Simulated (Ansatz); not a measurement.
[TcS4]- (TcS4⁻). The state is a singlet with charge -1. Geometry PBE0-D4/def2-SVPD, basis def2-TZVPD, Ansatz.

Cartesian coordinates in Å:
```
Tc 0.000 0.000 0.000
S 1.724 -1.227 0.161
S -1.685 -1.205 -0.460
S 0.290 1.429 -1.542
S -0.329 1.003 1.841
```

```tsv
run	HOMO (eV)	LUMO (eV)
A	-4.38	2.32
B	-2.34	0.51
C	-3.64	1.49
D	-4.54	2.30
E	-2.55	0.63
F	-1.72	0.01
```

In the def2 sets Tc takes a core potential; there is no spin–orbit coupling. B3LYP takes the VWN-RPA correlation.

The runs used B3LYP, CAM-B3LYP, LDA (SPW92), PBE0, ωB97M-V, ωB97X-V. Estimate which is which.

A ωB97M-V (range-separated); B B3LYP (20 % exact exchange); C CAM-B3LYP (range-separated); D ωB97X-V (range-separated); E PBE0 (25 % exact exchange); F LDA (SPW92) (0 % exact exchange). Exact exchange lowers occupied and raises empty levels; among semilocal functionals meta-GGAs tend to open the gap a little, and such runs are hard to tell apart. The gap grows from 1.72 eV (LDA (SPW92)) to 6.84 eV (ωB97X-V). The restricted singlet is unstable towards broken spin symmetry in Hartree–Fock (as tested in another run); at ωB97M-V/def2-TZVPD, B3LYP-D4/def2-TZVPD, CAM-B3LYP-D4/def2-TZVPD, ωB97X-V/def2-TZVPD and others this wasn't settled.
